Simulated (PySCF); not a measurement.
## Predicted spectroscopic data

No solvent, non-relativistic, equivalent nuclei averaged, one computed conformer. Shieldings: GIAO PBE0/pcSseg-1; geometry from GFN2-xTB; PySCF 2.14.

Chemical shifts δ = σref − σ; TMS for ¹H (σref 31.72) and ¹³C (σref 186.93), all at this level. Where no couplings were computed, multiplicities follow the n + 1 count of equivalent neighbours, and m marks all less simple cases (inequivalent or close neighbours, rings, F or P nearby). Shifts are as computed. Against solution values, carbons near 30 ppm lie about +3 ppm off and those near 130 ppm about +5 ppm. Of 1309 compounds with measured shifts, 239 miss one by over three times the rms of a fit or turn the order of signals round; such compounds aren't used in these exercises. OH and NH positions are gas-phase values without hydrogen bonding to other molecules.

Compound 1 (C6H9ClOSi2). ¹H NMR (400 MHz, computed): δ 7.78 (m, 1H), 7.17 (m, 1H), 6.85 (m, 1H), 6.79 (m, 1H), 6.51 (m, 1H), 6.15 (m, 1H), 5.79 (m, 1H), 4.79 (m, 1H), 4.64 (m, 1H). ¹³C{¹H} NMR (computed): δ 153.2, 150.3, 146.5, 143.3, 131.0, 117.7. Structure: SMILES C=C[Si@H](Cl)[SiH2]c1ccco1.

Compound 2 (C4H12OSi2). ¹H NMR (400 MHz, computed): δ 4.95 (m, 1H), 4.86 (m, 1H), 4.79 (m, 1H), 4.66 (m, 1H), 3.93 (m, 1H), 1.31 (m, 1H), 1.12 (d, 3H), 0.52 (m, 1H), 0.45 (m, 1H), -0.37 (br s, 1H). ¹³C{¹H} NMR (computed): δ 72.4 (CH), 33.7 (CH), 29.0 (CH3), -9.7 (CH2). Structure: `InChI=1S/C4H12OSi2/c1-3(5)4-6-2-7-4/h3-5H,2,6-7H2,1H3/t3-/m0/s1`.
